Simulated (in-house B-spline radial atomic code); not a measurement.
RPA and G0W0 on BHandHLYP: Sc6+

Configuration [Ne] 3s2 3p3, highest spin, mean-field start BHandHLYP. Computed with a B-spline radial code for spherical atoms: all electrons, scalar-relativistic (spin-free one-electron X2C), finite nucleus, each spin shell either full or empty, empty states to l = 9 with an (l + 1/2)⁻⁴ tail; G0W0 by contour deformation at full frequency.

Command:
```bash
python run_gw.py task.json out
```
Settings (radii: box in bohr, nucleus in fm):
```
Z                        21
electrons                15
configuration            [Ne] 3s2 3p3
hamiltonian              x2c
method                   bhandhlyp
lmax                     9
rms_radius               3.5459
spin_polarised           True
box_radius               9.29
intervals                68
```

Time taken, with all properties: 1.9 s on 1 thread of Arm Neoverse V1, on a shared host.

Energies (hartree):

```
                                     term       value
                         mean-field total  -752.43938
Hartree-Fock functional on these orbitals  -751.77787
                      direct second order     -1.0143
                    second-order exchange     0.36848
                         SOSEX correction     0.34103
```

What is the RPA correlation energy, and what remains with SOSEX?

RPA gives -0.91421 hartree (-1.66 eV per electron); RPA + SOSEX gives -0.57318, and the second-order doubles -0.64582 hartree (no singles). SOSEX takes back 37 % of the RPA value.

Quasi-particle levels (eV):

```json
{"level": "3p up", "occupied": "yes", "mean field": "-131.88", "Σx - vxc": "-4.97", "Σc": "?", "QP weight": "?", "G0W0": "?"}
{"level": "3s down", "occupied": "yes", "mean field": "-147.61", "Σx - vxc": "-2.39", "Σc": "-3.01", "QP weight": "0.967", "G0W0": "-153.01"}
{"level": "2p down", "occupied": "yes", "mean field": "-514.33", "Σx - vxc": "-17.40", "Σc": "6.12", "QP weight": "0.950", "G0W0": "-525.61"}
{"level": "3p down", "occupied": "no", "mean field": "-115.25", "Σx - vxc": "7.07", "Σc": "-3.13", "QP weight": "0.964", "G0W0": "-111.30"}
```

G0W0 = mean field + (Σx - vxc) + Σc, with Σc (partial-wave tail included) taken at the quasi-particle energy. Only the outer levels were computed. Levels of low weight are left out.

Where does G0W0 put 3p up?

At -137.24 eV, with Σc = -0.39 eV and a quasi-particle weight of 0.965. The tabulated removal energy is 137.99 ± 0.25 eV (NIST, semi-empirical); the calculation leaves out spin-orbit coupling, Breit and QED terms, and what these don't explain is the method's own error.
